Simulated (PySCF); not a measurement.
C₄H₁₀O₃Si.
Z-matrix (Å and degrees, PBE0-D3(BJ)/def2-SVP geometry), rows numbered from 1:
```
C 
O   1  1.3936
C   2  1.3978  1  113.69
Si  3  1.8812  2  109.31  1   177.77
O   4  1.7178  3  104.02  2   -68.02
C   5  1.3388  4  117.38  3  -178.73
C   6  1.4975  5  112.80  4  -179.45
O   6  1.2058  5  121.74  4     0.66
H   1  1.1084  2  111.86  3   -60.63
H   1  1.1086  2  111.91  3    60.52
H   1  1.0992  2  107.96  3   179.95
H   3  1.1131  2  111.84  1   -61.36
H   3  1.1120  2  111.82  1    57.04
H   4  1.4850  3  111.23  2    50.33
H   4  1.4890  3  109.11  2   174.87
H   7  1.0997  6  109.56  5    57.71
H   7  1.0999  6  109.50  5   -59.36
H   7  1.0953  6  110.07  5   179.28
```

Level of theory: PBE0-D3(BJ)/def2-SVP geometry optimisation, gas phase (PySCF).

Masses are those of the commonest isotopes; rigid-rotor values at the optimised geometry. The values belong to one conformer with, in the numbering `[CH3:1][O:2][CH2:3][SiH2:4][O:5][C:6]([CH3:7])=[O:8]`, C1–O2–C3–Si4 178°, O2–C3–Si4–O5 -68°, C3–Si4–O5–C6 -179°, Si4–O5–C6–C7 -179°.

Question: Give the principal moments of inertia and the rotational constants in MHz.

Answer: Ia = 131.36, Ib = 666.95, Ic = 760.87 u·Å²; 505379 MHz·u·Å²/I gives A = 3847, B = 757.7, C = 664.2 MHz.

Question: What kind of rotor is it?

Answer: A near-prolate asymmetric top; Ray's κ = -0.941.

Question: What does the inertial defect say?

Answer: Not planar: Δ = Ic − Ia − Ib = -37.44 u·Å². For a rigid frame Δ = −2 Σ m c², so Σ m c² = 18.72 u·Å² lies off the ab plane: 8.91 from hydrogen and 9.81 from heavier atoms. The atom farthest from that plane is 1.54 Å away.

Question: Give the coordinates in the principal-axis frame, origin at the centre of mass.

Answer: The sense of each axis is arbitrary; atoms in the order of the calculation.
```csv
atom,mass (u),a (Å),b (Å),c (Å)
C1,12.000,-3.621,0.903,0.131
O2,15.995,-2.358,0.395,0.430
C3,12.000,-1.874,-0.504,-0.524
Si4,27.977,-0.143,-1.057,-0.036
O5,15.995,0.814,0.358,-0.223
C6,12.000,2.123,0.254,0.035
C7,12.000,2.855,1.548,-0.148
O8,15.995,2.622,-0.790,0.374
H9,1.008,-3.626,1.457,-0.829
H10,1.008,-4.384,0.101,0.064
H11,1.008,-3.908,1.593,0.936
H12,1.008,-2.528,-1.400,-0.619
H13,1.008,-1.835,-0.050,-1.539
H14,1.008,-0.102,-1.513,1.376
H15,1.008,0.319,-2.107,-0.985
H16,1.008,2.412,2.317,0.502
H17,1.008,2.734,1.895,-1.184
H18,1.008,3.917,1.416,0.087
```

Question: List the rotational levels J(Ka,Kc) to J = 5 (MHz).

Answer: Above 0(0,0):
J = 1: 1(0,1) 1422, 1(1,1) 4512, 1(1,0) 4605
J = 2: 2(0,2) 4264, 2(1,2) 7262, 2(1,1) 7543, 2(2,1) 16811, 2(2,0) 16813
J = 3: 3(0,3) 8521, 3(1,3) 11386, 3(1,2) 11947, 3(2,2) 21077, 3(2,1) 21088, 3(3,1) 36760, 3(3,0) 36760
J = 4: 4(0,4) 14188, 4(1,4) 16883, 4(1,3) 17818, 4(2,3) 26763, 4(2,2) 26795, 4(3,2) 42452, 4(3,1) 42453, 4(4,1) 64403, 4(4,0) 64403
J = 5: 5(0,5) 21257, 5(1,5) 23750, 5(1,4) 25152, 5(2,4) 33869, 5(2,3) 33941, 5(3,3) 49569, 5(3,2) 49570, 5(4,2) 71518, 5(4,1) 71518, 5(5,1) 99741, 5(5,0) 99741
The levels of one J sum to (2J + 1)J(J + 1)(A + B + C)/3.

Question: Which types of transition are allowed, and where do some lines up to J = 4 fall?

Answer: The dipole components are |μa| = 1.95 D, |μb| = 1.45 D, |μc| = 1.47 D. Intensities carry the squares of the components, which stand as 1.00 : 0.55 : 0.56 (a : b : c). Some lines, for components of 0.1 D or more:

```tsv
type	branch	J(Ka,Kc)	MHz	lower level (cm⁻¹)
a	Q	4(1,3) ← 4(1,4)	935	0.563
c	Q	2(1,2) ← 2(0,2)	2998	0.142
b	Q	1(1,0) ← 1(0,1)	3183	0.047
a	R	3(0,3) ← 2(0,2)	4258	0.142
a	R	3(2,1) ← 2(2,0)	4274	0.561
c	R	1(1,0) ← 0(0,0)	4605	0.000
b	R	2(1,2) ← 1(0,1)	5840	0.047
b	Q	4(2,2) ← 4(1,3)	8977	0.594
c	Q	2(2,1) ← 2(1,1)	9269	0.252
b	R	2(2,1) ← 1(1,0)	12206	0.154
b	R	2(2,0) ← 1(1,1)	12302	0.150
b	R	4(2,3) ← 3(1,2)	14816	0.399
b	Q	4(3,1) ← 4(2,2)	15658	0.894
b	Q	4(3,2) ← 4(2,3)	15689	0.893
c	R	3(3,0) ← 2(2,0)	19947	0.561
c	Q	4(4,1) ← 4(3,1)	21951	1.416
c	R	4(4,0) ← 3(3,0)	27643	1.226
c	R	4(4,1) ← 3(3,1)	27643	1.226
```

Question: Estimate the classical rotational partition function at 10 K, 50 K and 298.15 K.

Answer: Point group C1, symmetry number σ = 1; q = (√π/σ)·√((kT/h)³/(ABC)), k/h = 20836.6 MHz/K: 3830 at 10 K, 42800 at 50 K, 624000 at 298.15 K.

Stationary, but not proved a minimum. Zero-point vibration and centrifugal distortion are left out. A rigid rotor knows nothing of internal rotation, which can split or shift real lines.
